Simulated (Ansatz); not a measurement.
**Which isomer of CH4AlF3O gives these data?**

These gas-phase data were calculated for one isomer of CH4AlF3O at PBE0-D4/def2-SVP (harmonic, unscaled wavenumbers; equilibrium rotational constants with average atomic masses):

* rotational constants: 4.947, 1.478, 1.254 GHz
* all wavenumbers above 1500 cm⁻¹: 3802, 3204, 3103, 2013, 1517

Candidates:

(1) `C[OH+][Al-]([F])([F])[F]`, a singlet
(2) `FC[OH+][AlH-]([F])[F]`, a singlet

Question: Which structure fits?

Answer: Candidate (2). The band at 2013 cm⁻¹ lies where the Al–H stretch is expected; (1) has no mode between 1700 and 2050 cm⁻¹.

The same quantities for all candidates:

```
     rotational constants (GHz)   wavenumbers above 1500 cm⁻¹  E above the lowest, PBE0-D4/def2-SVP (kcal/mol)
(1)         3.253, 2.048, 1.952        3829, 3226, 3199, 3086                                              0.0
(2)         4.947, 1.478, 1.254  3802, 3204, 3103, 2013, 1517                                             54.3
```

Harmonic stretches to hydrogen usually lie a few per cent above observed fundamentals. Each candidate is one conformer. Programs: Ansatz 0.2.0.
